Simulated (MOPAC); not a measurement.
Job for MOPAC: PM7 on KH, a point of a bond scan (R = 4.531 Å).

```
PM7 1SCF PRECISE CHARGE=0 THREADS=1
HK

K     -0.00000000 1    -0.00000000 1    -0.11326949 1
H      0.00000000 1     0.00000000 1     4.41751011 1
```

The log:

```
*******************************************************************************
 **                                                                           **
 **                              MOPAC v23.2.5                                **
 **                                                                           **
 *******************************************************************************
 ** MOPAC's Digital Object Identifier: https://doi.org/10.5281/zenodo.6511958 **
 **                                                                           **
 ** Please cite the open-source release paper for use of this MOPAC version:  **
 ** J. E. Moussa and J. J. P. Stewart (2026)                                  **
 ** MOPAC: An open-source semiempirical molecular orbital program             **
 ** J. Open Source Softw., 11(119), 8025, https://doi.org/10.21105/joss.08025 **
 *******************************************************************************

                              PM7 CALCULATION RESULTS

 *******************************************************************************
 *  PM7        - The PM7 Hamiltonian to be used
 *
 *
 *
 *                 CHARGE ON SYSTEM = 0
 *
 *
 *
 *  PRECISE    - TIGHTER CRITERIA TO BE USED
 *  1SCF       - DO 1 SCF AND THEN STOP
 *  THREADS=1  - MULTI-THREADING NOT USED
 *  T=         - A TIME OF 172800.0 SECONDS REQUESTED
 *  DUMP=N     - RESTART FILE WRITTEN EVERY 7200.0 SECONDS REQUESTED
 *******************************************************************************
PM7 1SCF PRECISE CHARGE=0 THREADS=1
 HK

   ATOM   CHEMICAL          X               Y               Z
  NUMBER   SYMBOL      (ANGSTROMS)     (ANGSTROMS)     (ANGSTROMS)

     1       K         -0.00000000  *  -0.00000000  *  -0.11326949  *
     2       H          0.00000000  *   0.00000000  *   4.41751011  *



          CARTESIAN COORDINATES

    NO.       ATOM           X           Y           Z

     1         K         -0.0000     -0.0000     -0.1133
     2         H          0.0000      0.0000      4.4175

 General Reference for PM7:
 "Optimization of Parameters for Semiempirical Methods VI: More Modifications to the
 NDDO Approximations and Re-optimization of Parameters", J. J. P. Stewart, J. Mol. Mod., 1:32, 19 (2013)
 https://link.springer.com/article/10.1007/s00894-012-1667-x

           Empirical Formula: H K  =     2 atoms



      MOLECULAR POINT GROUP   :   C*v


      RHF CALCULATION, NO. OF DOUBLY OCCUPIED LEVELS = 1


 -------------------------------------------------------------------------------
 PM7 1SCF PRECISE CHARGE=0 THREADS=1
 HK



     1SCF WAS SPECIFIED, SO BFGS WAS NOT USED
     SCF FIELD WAS ACHIEVED


                              PM7 CALCULATION
                                                       MOPAC v23.2.5 Linux




          FINAL HEAT OF FORMATION =        154.64549 KCAL/MOL =     647.03672 KJ/MOL


          COSMO AREA              =        145.34 SQUARE ANGSTROMS
          COSMO VOLUME            =        149.08 CUBIC ANGSTROMS

          IONIZATION POTENTIAL    =          3.525993 EV
          HOMO LUMO ENERGIES (EV) =         -3.526 -0.975
          NO. OF FILLED LEVELS    =          1
          MOLECULAR WEIGHT        =         40.1062         POINT GROUP:  C*v

          MOLECULAR DIMENSIONS (Angstroms)

            Atom       Atom       Distance
            H     2    K     1     4.53078
            H     2    K     1     0.00000
            K     1    H     2     0.00000


          SCF CALCULATIONS        =          1





   ATOM   CHEMICAL          X               Y               Z
  NUMBER   SYMBOL      (ANGSTROMS)     (ANGSTROMS)     (ANGSTROMS)

     1       K         -0.00000000  *  -0.00000000  *  -0.11326949  *
     2       H          0.00000000  *   0.00000000  *   4.41751011  *

                             CARTESIAN COORDINATES

   1    K       -0.000000000    -0.000000000    -0.113269490
   2    H        0.000000000     0.000000000     4.417510110


           Empirical Formula: H K  =     2 atoms



      MOLECULAR POINT GROUP   :   C*v


                  EIGENVALUES
  -3.52599  -0.97507  -0.10890   1.32938   1.32938


              NET ATOMIC CHARGES AND DIPOLE CONTRIBUTIONS

  ATOM NO.   TYPE          CHARGE      No. of ELECS.   s-Pop       p-Pop
    1          K           0.376442        0.6236     0.02378     0.59978
    2          H          -0.376442        1.3764     1.37644
 DIPOLE           X         Y         Z       TOTAL
 POINT-CHG.     0.000     0.000    -8.192     8.192
 HYBRID        -0.000    -0.000     0.076     0.076
 SUM           -0.000    -0.000    -8.116     8.116


          ATOMIC ORBITAL ELECTRON POPULATIONS

     Atom    s        px        py        pz
    1  K   0.02378   0.00000   0.00000   0.59978
    2  H   1.37644

 **********************
 *                    *
 * JOB ENDED NORMALLY *
 *                    *
 **********************




 == MOPAC DONE ==
```

The run finished.

Cost: very roughly 0.020 core-seconds.
